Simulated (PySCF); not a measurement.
**Vibration and rotation of BiN⁺**

PBEsol constants of BiN⁺, ²Π (doublet), unpaired electrons π ↑ (Bi aug-cc-pVDZ-PP with ECP60, N aug-cc-pVDZ; scalar-relativistic core potentials (PySCF 2.14); masses 208.9804 and 14.0031 u):

```
ωe              : 667.1 cm⁻¹
ωexe            : 5.6 cm⁻¹
Be              : 0.31085 cm⁻¹
αe              : 0.00249 cm⁻¹
D (centrifugal) : 2.7e-07 cm⁻¹
```

(1) Give the vibrational terms G(v) and spacings up to v = 3.

Spin–orbit coupling is left out, which matters for elements this heavy, above all for dissociation energies. The state is the lowest determinant that a PBE0 search found; another state may lie lower at other levels.

Results:

(1) G(v) = ωe(v+½) − ωexe(v+½)².

| v | G(v) (cm⁻¹) | G(v) − G(v−1) | Bv (cm⁻¹) |
| --- | --- | --- | --- |
| 0 | 332 |  | 0.3096 |
| 1 | 988 | 656 | 0.3071 |
| 2 | 1633 | 645 | 0.3046 |
| 3 | 2266 | 634 | 0.3021 |
